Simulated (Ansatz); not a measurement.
Reaction (ligand exchange at the Si–N bond): `O[SiH](F)N[SiH2]F` + `BO` → `BO[SiH](O)F` + `N[SiH2]F`

Calculated with Ansatz (gas phase, PBE0-D4/def2-TZVP geometries, no zero-point term in ΔE). CCSD(T)/CBS is the MP2 limit (def2-TZVPP, def2-QZVPP) plus CCSD(T) − MP2 in def2-TZVPP, frozen cores. This one scheme is used for every species. Functionals use def2-TZVPP. HSE06 is defined as in plane-wave codes. Each species was taken in one conformer, which may not be the lowest.

`O[SiH](F)N[SiH2]F`:

Z-matrix (Å, degrees):
```
Si
F 1 1.587
N 1 1.712 2 111.0
O 1 1.630 2 103.3 3 120.8
H 1 1.475 2 108.4 3 -117.9
Si 3 1.712 1 128.5 2 -114.9
H 3 1.013 1 115.8 2 66.3
H 4 0.958 1 117.8 2 -171.9
F 6 1.601 3 111.4 1 -94.4
H 6 1.477 3 108.9 1 23.3
H 6 1.479 3 109.7 1 148.3
```

`BO`:

```xyz
5

B    -0.370    0.109    0.170
O     0.965   -0.076    0.134
H    -0.828    0.535    1.189
H    -1.049   -0.149   -0.787
H     1.282   -0.419   -0.705
```

`BO[SiH](O)F`:

Cartesian coordinates in Å:
```
B -0.833 -1.689 0.142
O -0.808 -0.339 0.131
Si 0.326 0.753 -0.296
O 0.667 1.593 1.046
F -0.305 1.705 -1.397
H -1.833 -2.229 0.519
H 0.130 -2.311 -0.221
H 1.501 0.102 -0.900
H 1.154 2.415 0.977
```

`N[SiH2]F`:

```xyz
7

N     0.921   -0.490   -0.098
Si   -0.552    0.348   -0.048
F    -1.389    0.149    1.306
H     1.737   -0.162    0.391
H     0.965   -1.479   -0.280
H    -1.415   -0.163   -1.135
H    -0.266    1.797   -0.136
```

Task: Is it downhill or uphill in electronic energy at CCSD(T)/CBS, and by how much? (Best estimate.)

Result: The calculation gave: Downhill: ΔE = -0.31 eV.

Task: What do these levels give: LDA (SPW92), PBE0, HSE06, RPA@PBE/def2-TZVPP, HF/def2-TZVPP, MP2/def2-QZVPP? (Estimate.)

Result: Computed: LDA (SPW92) -0.26, PBE0 -0.30, HSE06 -0.29, RPA@PBE/def2-TZVPP -0.28, HF/def2-TZVPP -0.46, MP2/def2-QZVPP -0.32 eV.

Largest T1 diagnostic among the species: 0.014.

From BLYP to BHLYP (50 % exact exchange), in def2-TZVPP and without D4, ΔE moves by −0.05 eV. The D4 term adds +0.04 eV with B3LYP and +0.03 eV with PBE0; it sums over pairs of atoms, weighted by their polarisabilities, and B3LYP, whose exchange is more repulsive, gets the larger term.

B3LYP here is the variant with VWN-RPA as its local correlation; programs differ in this.
